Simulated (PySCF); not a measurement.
C2H9AlN2 (SMILES C[NH][AlH][NH]C), singlet, geometry from GFN2-xTB (such geometries of metal compounds can be far from the true shape). Base run: B3LYP/6-31G in PySCF.

Input for PySCF:
```python
from pyscf import gto, scf, dft, solvent

mol = gto.Mole()
mol.atom = '''
    Al   -0.443408    0.109422    0.550178
    H    -1.219815    0.168658    1.865105
    N     1.008953   -0.930034    0.456699
    C     1.591523   -1.761089    1.505057
    H     1.554731   -1.008774   -0.396814
    H     2.615620   -1.453305    1.741884
    H     1.606826   -2.818591    1.220409
    H     0.985587   -1.657338    2.405596
    N    -1.115606    1.122183   -0.759404
    C    -0.769674    1.412779   -2.144426
    H    -1.952393    1.639832   -0.499280
    H    -0.562411    2.478297   -2.293313
    H    -1.573080    1.121731   -2.830174
    H     0.124715    0.851821   -2.410581
'''
mol.basis = '6-31g'
mol.charge = 0
mol.spin = 0
mol.verbose = 4
mol.build()

mf = dft.RKS(mol)
mf.xc = 'b3lyp'
mf.kernel()
```

Variants of this job, named by their change:

```tsv
change	ΔE vs base (kcal/mol)	dipole (D)	HOMO-LUMO gap (eV)
base	0.000	1.24	6.02
model = COSMO; solvent = tetrahydrofuran	-3.21	1.53	6.03
model = IEF-PCM; solvent = tetrahydrofuran; vdw_scale = 1.1	-4.77	1.53	6.09
model = IEF-PCM; solvent = water	-3.93	1.61	6.02
model = SS(V)PE; solvent = tetrahydrofuran	-3.11	1.52	6.03
model = ddCOSMO; solvent = tetrahydrofuran	-2.01	1.50	6.00
model = IEF-PCM; solvent = tetrahydrofuran; lebedev_order = 41	-3.17	1.53	6.03
model = IEF-PCM; solvent = dichloromethane	-3.28	1.54	6.02
model = IEF-PCM; solvent = methanol	-3.80	1.60	6.02
model = IEF-PCM; solvent = tetrahydrofuran	-3.14	1.53	6.02
model = C-PCM; solvent = tetrahydrofuran	-3.44	1.55	6.03
model = IEF-PCM; solvent = tetrahydrofuran; r_probe = 0.5	-0.95	1.44	5.98
```

The base is the gas phase, so ΔE is the electrostatic part of solvation at a fixed geometry, without cavity and dispersion terms.
